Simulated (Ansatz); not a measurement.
Reaction (redistribution): `[SH][Al]([Cl])[Br]` + `[SH][GeH2][Cl]` → `[SH][Al]([SH])[Cl]` + `[Cl][GeH2][Br]`

Calculated with Ansatz (gas phase, PBE0-D4/def2-TZVP geometries, no zero-point term in ΔE). CBS: MP2 limit from def2 TZ/QZ plus the TZ coupled-cluster correction, frozen cores. Functionals use def2-TZVPP. B3LYP here is the variant with VWN-RPA as its local correlation; programs differ in this. HSE06 is defined as in plane-wave codes. For Br, Ge outer-core shells are correlated without core-valence functions, which leaves a few kJ/mol of doubt a bond. Scalar relativity is left out up to krypton. Each species was taken in one conformer, which may not be the lowest.

```json
{"level": "LDA (SPW92)", "ΔE (kJ/mol)": "14.1", "difference from CCSD(T)/CBS": "-3.3"}
{"level": "PBE-D4", "ΔE (kJ/mol)": "13.3", "difference from CCSD(T)/CBS": "-4.1"}
{"level": "revPBE-D4", "ΔE (kJ/mol)": "13.5", "difference from CCSD(T)/CBS": "-3.9"}
{"level": "BLYP-D4", "ΔE (kJ/mol)": "13.4", "difference from CCSD(T)/CBS": "-4.0"}
{"level": "r2SCAN-D4", "ΔE (kJ/mol)": "14.9", "difference from CCSD(T)/CBS": "-2.5"}
{"level": "B97M-V", "ΔE (kJ/mol)": "13.6", "difference from CCSD(T)/CBS": "-3.8"}
{"level": "PBE0-D4", "ΔE (kJ/mol)": "14.2", "difference from CCSD(T)/CBS": "-3.2"}
{"level": "B3LYP-D4", "ΔE (kJ/mol)": "14.2", "difference from CCSD(T)/CBS": "-3.2"}
{"level": "r2SCANh-D4", "ΔE (kJ/mol)": "15.1", "difference from CCSD(T)/CBS": "-2.3"}
{"level": "r2SCAN0-D4", "ΔE (kJ/mol)": "15.4", "difference from CCSD(T)/CBS": "-2.0"}
{"level": "HSE06-D4", "ΔE (kJ/mol)": "14.2", "difference from CCSD(T)/CBS": "-3.2"}
{"level": "CAM-B3LYP-D4", "ΔE (kJ/mol)": "14.7", "difference from CCSD(T)/CBS": "-2.7"}
{"level": "ωB97X-V", "ΔE (kJ/mol)": "14.4", "difference from CCSD(T)/CBS": "-3.0"}
{"level": "ωB97M-V", "ΔE (kJ/mol)": "14.8", "difference from CCSD(T)/CBS": "-2.6"}
{"level": "B2PLYP", "ΔE (kJ/mol)": "15.0", "difference from CCSD(T)/CBS": "-2.4"}
{"level": "PBE-QIDH", "ΔE (kJ/mol)": "15.6", "difference from CCSD(T)/CBS": "-1.8"}
{"level": "PBE", "ΔE (kJ/mol)": "13.2", "difference from CCSD(T)/CBS": "-4.2"}
{"level": "revPBE", "ΔE (kJ/mol)": "13.1", "difference from CCSD(T)/CBS": "-4.3"}
{"level": "BLYP", "ΔE (kJ/mol)": "13.1", "difference from CCSD(T)/CBS": "-4.3"}
{"level": "r2SCAN", "ΔE (kJ/mol)": "14.9", "difference from CCSD(T)/CBS": "-2.5"}
{"level": "PBE0", "ΔE (kJ/mol)": "14.1", "difference from CCSD(T)/CBS": "-3.3"}
{"level": "B3LYP", "ΔE (kJ/mol)": "13.9", "difference from CCSD(T)/CBS": "-3.5"}
{"level": "r2SCANh", "ΔE (kJ/mol)": "15.1", "difference from CCSD(T)/CBS": "-2.3"}
{"level": "r2SCAN0", "ΔE (kJ/mol)": "15.3", "difference from CCSD(T)/CBS": "-2.1"}
{"level": "HSE06", "ΔE (kJ/mol)": "14.1", "difference from CCSD(T)/CBS": "-3.3"}
{"level": "BHLYP", "ΔE (kJ/mol)": "14.9", "difference from CCSD(T)/CBS": "-2.5"}
{"level": "CAM-B3LYP", "ΔE (kJ/mol)": "14.6", "difference from CCSD(T)/CBS": "-2.8"}
{"level": "RPA@PBE/def2-TZVPP", "ΔE (kJ/mol)": "15.3", "difference from CCSD(T)/CBS": "-2.1"}
{"level": "MP2/def2-SVP", "ΔE (kJ/mol)": "19.2", "difference from CCSD(T)/CBS": "1.8"}
{"level": "CCSD/def2-SVP", "ΔE (kJ/mol)": "18.8", "difference from CCSD(T)/CBS": "1.4"}
{"level": "CCSD(T)/def2-SVP", "ΔE (kJ/mol)": "18.9", "difference from CCSD(T)/CBS": "1.5"}
{"level": "HF/def2-TZVPP", "ΔE (kJ/mol)": "15.5", "difference from CCSD(T)/CBS": "-1.9"}
{"level": "MP2/def2-TZVPP", "ΔE (kJ/mol)": "16.7", "difference from CCSD(T)/CBS": "-0.7"}
{"level": "SCS-MP2/def2-TZVPP", "ΔE (kJ/mol)": "16.1", "difference from CCSD(T)/CBS": "-1.3"}
{"level": "CCSD/def2-TZVPP", "ΔE (kJ/mol)": "15.9", "difference from CCSD(T)/CBS": "-1.5"}
{"level": "CCSD(T)/def2-TZVPP", "ΔE (kJ/mol)": "15.8", "difference from CCSD(T)/CBS": "-1.6"}
{"level": "HF/def2-QZVPP", "ΔE (kJ/mol)": "15.9", "difference from CCSD(T)/CBS": "-1.5"}
{"level": "MP2/def2-QZVPP", "ΔE (kJ/mol)": "17.7", "difference from CCSD(T)/CBS": "0.3"}
{"level": "MP2/CBS(def2)", "ΔE (kJ/mol)": "18.3", "difference from CCSD(T)/CBS": "0.9"}
{"level": "CCSD/CBS(def2)", "ΔE (kJ/mol)": "17.5", "difference from CCSD(T)/CBS": "0.1"}
{"level": "CCSD(T)/CBS", "ΔE (kJ/mol)": "17.4", "difference from CCSD(T)/CBS": "0"}
```

Largest T1 diagnostic among the species: 0.010.

Leaving LDA and LC-ωPBE aside and taking each functional with its dispersion term where it has one, the values spread over 2.3 kJ/mol, from PBE-D4 to PBE-QIDH.
